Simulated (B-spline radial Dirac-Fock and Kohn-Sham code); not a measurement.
Binding energies of P⁺ in different valence configurations

Model: multi-electron Dirac-Fock with separately optimised hole states, Breit and Lamb-shift corrections added in first order. Program: an atomic code on a B-spline grid. Electron correlation is not included.

Reference: the tabulated ground configuration [Ne] 3s2 3p2, with 2p3/2 150.3 eV, 3s 27.63 eV.

Shifts from the reference in eV.

| configuration | average energy | 2p3/2 | 3s |
| --- | --- | --- | --- |
| [Ne] 3s1 3p3 | +9.44 | +1.46 | +2.31 |

Values without a named source are computed, but for edge energies of neutral atoms, which are taken from tables.
